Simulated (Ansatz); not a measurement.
Geometry optimisation, Ansatz, UHF/6-31G*.

The input (input.yaml):

```yaml
crystal:
  periodic: [false, false, false]
  atoms:
    - { symbol: Al, position_ang: [0.0, 0.0, 0.0] }
    - { symbol: H, position_ang: [0.0, 0.0, 1.81] }
    - { symbol: O, position_ang: [1.5415, 0.0, -0.89] }
    - { symbol: H, position_ang: [1.8414, -0.9519, -1.0449] }
    - { symbol: O, position_ang: [-1.5415, 0.0, -0.89] }
    - { symbol: H, position_ang: [-2.0512, -0.8467, -0.6815] }
    - { symbol: F, position_ang: [0.0, 0.0, 3.03] }
magnetization:
  spin_polarized: true
  initial_magnetization: 1
basis:
  gaussian: { orbitals: "6-31G*" }
hamiltonian:
  xc: hf
relax:
  f_tol: 0.15
  max_steps: 25
  restrain:
    - { distance: [1, 6], at: 0.92, k: 30.0 }
    - { distance: [0, 1], at: 2.76, k: 30.0 }
```

Launched with:

```bash
$ ansatz run input.yaml --threads 1 --pin off --max-ram 2048MiB --backend cpu --events-out ev --progress --plain --runs-dir out
```

Problem. Where does it end, and by what steps?

Solution. The run converged. The restraints hold the end off the free minimum. After 16 steps the energy has fallen by 1.993 eV (the restraints' own energy left out); H4 moved furthest, 0.89 Å. Joined: H2–F7 (1.22 → 0.92 Å).

| step | energy less start (eV) | largest force component (eV/Å) | accepted |
| --- | --- | --- | --- |
| 0 | 0.0000 | 2.925 | yes |
| 1 | -1.0992 | 4.252 | yes |
| 2 | -0.9672 | 9.894 | yes |
| 3 | -1.4889 | 1.282 | yes |
| 4 | -1.5765 | 2.418 | yes |
| 5 | -1.7752 | 0.906 | yes |
| 6 | -1.8661 | 0.562 | yes |
| 7 | -1.9588 | 0.335 | yes |
| 8 | -1.9728 | 0.302 | yes |
| 9 | -1.8295 | 2.869 | no |
| 10 | -1.9851 | 0.261 | yes |
| 11 | -1.9779 | 1.035 | no |
| 12 | -1.9875 | 0.365 | yes |
| 13 | -1.9904 | 0.261 | yes |
| 14 | -1.9883 | 0.770 | no |
| 15 | -1.9913 | 0.354 | yes |
| 16 | -1.9926 | 0.249 | yes |

```xyz
7
Properties=species:S:1:pos:R:3
Al 0.117 -0.243 -0.154
H 0.015 0.150 2.579
O 1.628 -0.330 -0.908
H 1.755 -0.527 -1.825
O -1.286 -0.492 -1.071
H -2.169 -0.476 -0.737
F -0.270 0.119 3.450
```

Time of the run: 27 s on 1 thread of Intel(R) Xeon(R) Platinum 8259CL CPU @ 2.50GHz (Skylake/Cascade Lake) (shared host), peak memory 0.15 GiB.
